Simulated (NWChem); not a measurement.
Molecule: SnNH2Cl, singlet; SMILES [NH2][Sn][Cl]

```xyz
5

Sn    -0.3480    -0.4701     0.0000
Cl     0.1017     1.8967     0.0000
N      1.6178    -0.9443     0.0000
H      1.9943    -1.8874     0.0000
H      2.3529    -0.2418     0.0000
```
Atoms are numbered in this order, from 1.

Program: NWChem. Low-valent species are run as closed-shell singlets; no triplet was tried in these runs. Structure relaxed at the PBE0/def2-SVP level. Not confirmed as a minimum by frequencies. def2 effective core potentials on Sn; no spin-orbit coupling. Ions are spin-unrestricted doublets at the neutral geometry; other ion states weren't tried.

Q: What does the run give for PBE/def2-SVP? Quantities: −ε(HOMO) (eV).

A: 
```yaml
"−ε(HOMO) (eV)": 6.06
```
